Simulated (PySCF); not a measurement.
Molecule: `COCC(=O)O[SiH3]`, C₃H₈O₃Si.

Bonds (- single, = double, # triple, : aromatic): C1-O2, O2-C3, C3-C4, C4=O5, C4-O6, O6-Si7. C1 carries H8, H9, H10; C3 carries H11, H12; Si7 carries H13, H14, H15.

Frames of a GFN2-xTB Langevin trajectory at 400 K; GIAO PBE0/pcSseg-1 shieldings in PySCF 2.14, gas phase, non-relativistic; equivalent atoms averaged within each frame.

Shifts are taken against calculated references (same method and geometry level): ¹³C (σ = 186.93 ppm) and ²⁹Si (σ = 349.16 ppm) and ¹H (σ = 31.72 ppm) vs TMS; ¹⁷O (σ = 336.08 ppm) vs H2O. The references are static minima.

How do the shifts (ppm) fluctuate along the trajectory?

## Answers


```tsv
time (fs)	C4	C3	C1	O5	O6	O2	Si7	H13/H14/H15	H8/H9/H10	H11/H12
250	174.5	72.6	61.6	461.1	167.1	12.6	-36.9	5.42	3.76	3.49
425	172.9	68.7	56.0	454.5	193.2	9.3	-39.4	5.02	3.37	3.36
625	191.7	74.7	67.5	482.4	178.3	18.3	-29.2	5.83	5.01	3.79
800	180.1	73.6	60.1	486.0	179.9	19.0	-42.9	4.78	3.74	3.34
1000	177.7	81.3	80.6	452.8	168.5	35.8	-37.3	5.33	4.24	4.23
mean of frames	179.4	74.2	65.1	467.4	177.4	19.0	-37.1	5.27	4.03	3.64
standard deviation	7.4	4.6	9.6	15.8	10.5	10.2	5.0	0.40	0.63	0.37
```

5 frames give an uncertainty of the mean of about the standard deviation over 2.2 at best, since frames this close in time may not be independent; classical motion lacks zero-point vibration, and the reference would need the same averaging.
